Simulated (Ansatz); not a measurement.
Program: Ansatz 0.2.0.

Basis-set series for `[CH2]1[AlH][O][SiH2][SiH2]1`. Charge 0, multiplicity 1. The geometry is a stationary point of PBE0-D4/def2-TZVP.

| functional | basis | functions | energy (Eh) | HOMO (eV) | LUMO (eV) |
| --- | --- | --- | --- | --- | --- |
| PBE0-D4 | def2-TZVPP | 286 | -938.64917 | -7.45 | -0.94 |
| PBE0-D4 | def2-QZVPP | 534 | -938.68343 | -7.45 | -0.99 |
| ωB97M-V | def2-TZVPP | 286 | -939.02199 | -9.50 | 0.62 |
| ωB97M-V | def2-QZVPP | 534 | -939.05402 | -9.50 | 0.36 |

Q: Give the rows for def2-SVP. (An estimate is asked.)

A: The calculation gave: 
| functional | basis | functions | energy (Eh) | HOMO (eV) | LUMO (eV) |
| --- | --- | --- | --- | --- | --- |
| PBE0-D4 | def2-SVP | 117 | -938.21806 | -7.48 | -0.83 |
| ωB97M-V | def2-SVP | 117 | -938.58591 | -9.49 | 0.85 |

Positive LUMOs are unbound and depend on the basis.
